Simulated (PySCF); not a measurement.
**Correlation energy of Si (silicon, neutral)**

[Ne] 3s2 3p2, high-spin 3P determinant. Calculation: PySCF 2.14, in aug-cc-pCVTZ-DK (8s7p5d3f, 75 functions); the spin-free X2C one-electron Hamiltonian (Gaussian nucleus). Frozen: [Ne]; 4 electrons correlated.

```tsv
level	correlation energy (mhartree)
CCSD	-75.04
(T)	-2.59
CCSD(T)	-77.63
```

Diagnostics: T1 = 0.012, D1 = 0.0305, largest double amplitude 0.076.

Cost of the coupled-cluster step: of the order of 11 core-seconds, for 4 correlated electrons.

Iterations:

```
CC2 = 0
CCSD nocc = (np.int64(3), np.int64(1)), nmo = (70, 70)
frozen orbitals [[0, 1, 2, 3, 4], [0, 1, 2, 3, 4]]
max_cycle = 100
direct = 0
conv_tol = 1e-08
conv_tol_normt = 1e-06
diis_space = 8
diis_start_cycle = 0
Init t2, MP2 energy = -0.0570519515606272
Init E_corr(UCCSD) = -0.0570519515620035
cycle = 1  E_corr(UCCSD) = -0.0692791728008577  dE = -0.0122272212  norm(t1,t2) = 0.0548373
cycle = 2  E_corr(UCCSD) = -0.0727590304127905  dE = -0.00347985761  norm(t1,t2) = 0.0219303
cycle = 3  E_corr(UCCSD) = -0.0750205362001171  dE = -0.00226150579  norm(t1,t2) = 0.010629
cycle = 4  E_corr(UCCSD) = -0.0750275904685863  dE = -7.05426847e-06  norm(t1,t2) = 0.00225562
cycle = 5  E_corr(UCCSD) = -0.0750474562565843  dE = -1.9865788e-05  norm(t1,t2) = 0.000379384
cycle = 6  E_corr(UCCSD) = -0.0750411767114818  dE = 6.2795451e-06  norm(t1,t2) = 8.85212e-05
cycle = 7  E_corr(UCCSD) = -0.0750442452386582  dE = -3.06852718e-06  norm(t1,t2) = 1.87076e-05
cycle = 8  E_corr(UCCSD) = -0.0750435372734109  dE = 7.07965247e-07  norm(t1,t2) = 4.42021e-06
cycle = 9  E_corr(UCCSD) = -0.0750435106304985  dE = 2.66429125e-08  norm(t1,t2) = 9.15444e-07
cycle = 10  E_corr(UCCSD) = -0.0750435436306969  dE = -3.30001984e-08  norm(t1,t2) = 2.46545e-07
cycle = 11  E_corr(UCCSD) = -0.0750435445814696  dE = -9.50772766e-10  norm(t1,t2) = 6.80593e-08
UCCSD converged
E(UCCSD) = -289.5343352386513  E_corr = -0.07504354458146964
UCCSD(T) correction = -0.00258620433542153
```
